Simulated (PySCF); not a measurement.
## Electron correlation in Si²⁺ (silicon, charge +2)

[Ne] 3s2, closed-shell 1S. Computed with PySCF 2.14 in x2c-QZVPPall with one added diffuse shell each of s, p, d, f type (10s7p5d3f1g, 86 functions), with scalar relativity by spin-free X2C-1e. Frozen: 1s2; 10 electrons correlated.

```csv
level,correlation energy (mhartree)
CCSD,-224.72
(T),-2.37
CCSD(T),-227.09
```

Diagnostics: T1 = 0.0053, D1 = 0.0152, largest double amplitude 0.106.

Cost of the coupled-cluster step: roughly 4 core-seconds, for 10 correlated electrons.

This basis was not built for core-valence correlation, so the inner-shell part is incomplete.
